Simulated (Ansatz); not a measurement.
The inner images of a band of C4H8OSi (14 atoms, charge 0, multiplicity 1) are given out of order.

Level of theory: RKS PBE0-D4/def2-SVP (Ansatz 0.2.0).

Initial state:

```xyz
14
Properties=species:S:1:pos:R:3
C -0.427 -2.727 1.349
O -0.425 -1.340 1.150
C 0.012 -0.940 -0.069
C 0.554 0.237 -0.300
C 1.013 1.433 -0.578
Si -0.123 2.868 -0.993
H -0.899 -2.916 2.322
H -1.007 -3.251 0.566
H 0.597 -3.142 1.364
H -0.133 -1.647 -0.900
H 2.101 1.604 -0.557
H 0.224 3.431 -2.336
H -1.537 2.395 -0.999
H 0.037 3.966 0.011
```

Final state:

```xyz
14
Properties=species:S:1:pos:R:3
C -0.356 -1.851 1.423
O -0.461 -2.324 0.108
C -0.032 -1.485 -0.858
C 0.494 -0.286 -0.699
C 0.964 0.935 -0.588
Si -0.155 2.442 -0.591
H -0.744 -2.639 2.082
H 0.693 -1.634 1.689
H -0.947 -0.929 1.567
H -0.153 -1.913 -1.858
H 2.051 1.082 -0.485
H 0.227 3.378 -1.694
H -1.571 2.005 -0.768
H -0.022 3.189 0.700
```

Put them in order from the first end to the last, with their energies above the first end.
A.
```xyz
14
Properties=species:S:1:pos:R:3
C -0.327 -2.662 1.412
O -0.663 -1.355 1.030
C -0.175 -0.985 -0.182
C 0.416 0.171 -0.391
C 0.942 1.349 -0.620
Si -0.093 2.870 -0.987
H -0.873 -2.884 2.339
H -0.616 -3.402 0.642
H 0.757 -2.762 1.602
H -0.321 -1.696 -1.010
H 2.036 1.457 -0.555
H 0.505 3.633 -2.126
H -1.486 2.461 -1.328
H -0.117 3.776 0.204
```
B.
```xyz
14
Properties=species:S:1:pos:R:3
C -0.193 -2.361 1.471
O -0.997 -1.731 0.505
C -0.321 -1.186 -0.549
C 0.273 -0.013 -0.505
C 0.834 1.171 -0.492
Si -0.119 2.736 -0.904
H -0.866 -2.762 2.241
H 0.392 -3.194 1.039
H 0.508 -1.651 1.944
H -0.312 -1.778 -1.476
H 1.895 1.249 -0.211
H 0.676 3.579 -1.849
H -1.426 2.373 -1.522
H -0.357 3.539 0.336
```
C.
```xyz
14
Properties=species:S:1:pos:R:3
C -0.197 -2.159 1.493
O -0.847 -2.083 0.251
C -0.285 -1.305 -0.706
C 0.314 -0.141 -0.556
C 0.861 1.051 -0.495
Si -0.135 2.622 -0.788
H -0.875 -2.681 2.182
H 0.738 -2.741 1.404
H 0.045 -1.168 1.912
H -0.388 -1.734 -1.709
H 1.945 1.141 -0.323
H 0.689 3.574 -1.598
H -1.385 2.286 -1.530
H -0.494 3.308 0.492
```
D.
```xyz
14
Properties=species:S:1:pos:R:3
C -0.245 -2.526 1.451
O -0.905 -1.473 0.797
C -0.294 -1.077 -0.356
C 0.319 0.082 -0.461
C 0.874 1.262 -0.570
Si -0.096 2.819 -0.969
H -0.875 -2.834 2.297
H -0.088 -3.396 0.785
H 0.739 -2.201 1.836
H -0.343 -1.771 -1.210
H 1.953 1.350 -0.369
H 0.686 3.675 -1.913
H -1.410 2.455 -1.574
H -0.327 3.606 0.282
```
E.
```xyz
14
Properties=species:S:1:pos:R:3
C -0.251 -1.964 1.474
O -0.623 -2.266 0.155
C -0.186 -1.420 -0.801
C 0.391 -0.244 -0.648
C 0.909 0.961 -0.575
Si -0.147 2.513 -0.668
H -0.758 -2.687 2.126
H 0.842 -2.059 1.603
H -0.547 -0.942 1.765
H -0.355 -1.820 -1.807
H 2.003 1.071 -0.497
H 0.585 3.563 -1.442
H -1.438 2.198 -1.349
H -0.439 3.068 0.692
```

A (+0.018 eV), D (+0.066 eV), B (+0.096 eV), C (+0.013 eV), E (-0.117 eV).

The run took 10 min on 2 threads of Arm Neoverse V1, on a shared host, peak memory 0.34 GiB.
